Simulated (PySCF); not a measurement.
A GIAO shielding run with PySCF (density fitting, non-relativistic, gas phase) on `CCCc1ccc(S)cc1`, C9H12S:

```
$ OMP_NUM_THREADS=1 python probes_run.py task.json out

{"job": {"kind": "nmr", "xc": "PBE0", "basis": "pcSseg-1"}, "charge": 0, "multiplicity": 1}
C     -2.543389     0.768826    -0.496028
C     -2.321994    -0.689209    -0.116530
C     -1.270866    -0.848834     0.990939
C      0.094601    -0.450477     0.512184
C      0.631390     0.794916     0.810389
C      1.873034     1.171936     0.331846
C      2.599704     0.294948    -0.459564
S      4.192465     0.721158    -1.104439
C      2.079603    -0.957223    -0.762228
C      0.839064    -1.319291    -0.278482
H     -2.881030     1.341897     0.365192
H     -1.620436     1.211018    -0.863965
H     -3.297336     0.847811    -1.275865
H     -3.264405    -1.120575     0.227617
H     -1.999568    -1.247932    -0.997734
H     -1.558257    -0.237178     1.848159
H     -1.252513    -1.894144     1.308113
H      0.074593     1.485394     1.427659
H      2.272886     2.146499     0.575372
H      4.247406     1.933789    -0.555891
H      2.652366    -1.637894    -1.373902
H      0.442270    -2.296051    -0.514474
```

Hardware: 1 thread of an Arm Neoverse N1, shared host. The job also computes population analyses, field gradients, ring-centre shieldings.

Q: How large is the calculation?

A: 82 electrons, 237 basis functions and 1244 auxiliary functions.

Q: How long does it take, and how much memory does it need?

A: 96 s of wall time, with 14 SCF cycles and 5 response iterations; peak memory 1.1 GiB. Times on a shared host scatter by some tens of per cent.
